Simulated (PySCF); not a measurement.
# UHF on N+ (nitrogen, charge +1)

Configuration: [He] 2s2 2p2, high-spin 3P determinant. Computed with PySCF 2.14 in aug-cc-pVDZ-DK, with scalar relativity by spin-free X2C-1e.

```json
{
  "Total energy": "-53.910695 hartree",
  "One-electron energy": "-70.0482 hartree",
  "Hartree (Coulomb) energy": "22.3454 hartree",
  "Exchange energy": "-6.2079 hartree",
  "⟨S²⟩": "2.0065",
  "⟨L²⟩": "2.011",
  "Sum of ⟨r⟩": "5.472 bohr",
  "Sum of ⟨r²⟩": "7.862 bohr²",
  "Traceless quadrupole moment −½Σ⟨3z² − r²⟩ along its main axis": "0.782 e·bohr²",
  "Langevin diamagnetic susceptibility": "-6.23 ×10⁻⁶ cm³/mol"
}
```

```tsv
shell	electrons	mean orbital energy (eV)	rms radius, mean of both spins (bohr)
1s α	1	-444.67	0.265
1s β	1	-442.62	0.265
2s α	1	-44.234	1.38
2s β	1	-35.646	1.38
2p α	2	-30.345	1.40
```

Spin-orbit constants ζ (cm⁻¹) from the X2C one-electron operator on these orbitals: bare nucleus, nucleus screened by l(l+1)(2l+1)/3 electrons, and screened by the Breit-Pauli mean field of the electrons.

```tsv
shell	bare	screened nucleus	mean field
2p	149.7	106.9	88.33
```

To first order the Landé constant is A = 44.16 cm⁻¹, so the lowest level has J = 0 and lies 0.0110 eV below the centre of the term. This holds in LS coupling only.
